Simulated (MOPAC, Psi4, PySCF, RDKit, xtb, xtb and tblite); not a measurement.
Two geometries of C5H9N, SMILES CCCCC#N, relaxed at GFN2-xTB with one dihedral held; other torsions can differ between them too.

Structure A

```
15

C     -2.0436     0.5011     0.6312
C     -0.6566     0.5879     0.0064
C      0.1306    -0.7028     0.2301
C      1.5513    -0.6823    -0.3807
C      1.8757     0.5514    -1.0507
N      2.1597     1.5193    -1.5889
H     -1.9711     0.3327     1.7037
H     -2.6107    -0.3179     0.1936
H     -2.5922     1.4246     0.4657
H     -0.1129     1.4287     0.4429
H     -0.7514     0.7779    -1.0651
H     -0.4314    -1.5338    -0.2008
H      0.2062    -0.8841     1.3041
H      1.6662    -1.4855    -1.1141
H      2.3061    -0.8333     0.3963
```

Structure B

```
15

C      2.0220     0.5117     0.5891
C      0.6205     0.5711    -0.0051
C     -0.1515    -0.7219     0.2466
C     -1.5561    -0.6774    -0.3740
C     -1.5014    -0.9534    -1.7865
N     -1.4373    -1.1836    -2.9044
H      1.9752     0.3479     1.6639
H      2.5912    -0.3006     0.1430
H      2.5528     1.4427     0.4066
H      0.0753     1.4099     0.4352
H      0.6885     0.7452    -1.0819
H      0.4017    -1.5691    -0.1642
H     -0.2485    -0.8766     1.3240
H     -2.1987    -1.4351     0.0848
H     -2.0139     0.3031    -0.2187
```

Q: Which is lower in energy at the level Psi4 1.11 with B3LYP-D3(BJ)/def2-TZVP // GFN2-xTB, and by how much?

A: B is lower, by 3.43 kcal/mol (dihedral C2–C3–C4–C5: 0° in A, 80° in B).

E(B) − E(A) in kcal/mol at the other levels, on the same two geometries: GFN2-xTB (xtb and tblite) -2.75; MMFF94 // GFN2-xTB (RDKit) -6.63; B3LYP/def2-TZVP // GFN2-xTB (Psi4) -3.68; PBE/def2-TZVP // GFN2-xTB (Psi4) -3.33; PBE-D3(BJ)/def2-TZVP // GFN2-xTB (Psi4) -3.20; UFF // GFN2-xTB (RDKit) -7.21; PM6, restricted, heats of formation // GFN2-xTB (MOPAC) -2.14; PM7, restricted, heats of formation // GFN2-xTB (MOPAC) -2.26; GFN1-xTB // GFN2-xTB (xtb) -1.93; restricted B3LYP/6-31G*, spherical d, density fitting // GFN2-xTB (PySCF) -3.59; restricted LDA (SVWN5)/6-31G*, spherical d, density fitting // GFN2-xTB (PySCF) -2.85; restricted B3LYP/LANL2DZ // GFN2-xTB (PySCF) -3.47; restricted Hartree-Fock/LANL2DZ // GFN2-xTB (PySCF) -4.25.
